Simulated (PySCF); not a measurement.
Computed shifts of a molecule C₂H₆ClNSi, KT2/pcSseg-1 (PySCF), GIAO, gas phase, equivalent atoms averaged, in ppm (number of nuclei): ²⁹Si: -12.6 (1). ¹⁵N: 43.4 (1). ¹³C: 140.6 (1), 130.3 (1). ¹H: 6.64 (2), 6.31 (1), 5.74 (1), 1.51 (1), 1.21 (1). References: ²⁹Si against TMS (σ = 361.9 ppm); ¹⁵N against NH3 (σ = 266.2 ppm); ³⁵Cl against HCl (σ = 945.4 ppm); ¹³C against TMS (σ = 185.1 ppm); ¹H against TMS (σ = 31.47 ppm), references at their B3LYP-D3(BJ)/def2-TZVP geometries, non-relativistic (without spin–orbit terms, shifts of atoms bonded to Cl or Br come out too high). The structure is a stationary point at PBE0-D3(BJ)/def2-SVP. The values are those of a single conformer.

Identify the compound among the candidates.
(A) C/N=C\[SiH2]Cl
(B) C/C=N/[SiH2]Cl
(C) Cl[SiH]1CNC1
(D) C=C[SiH](N)Cl

D, C=C[SiH](N)Cl
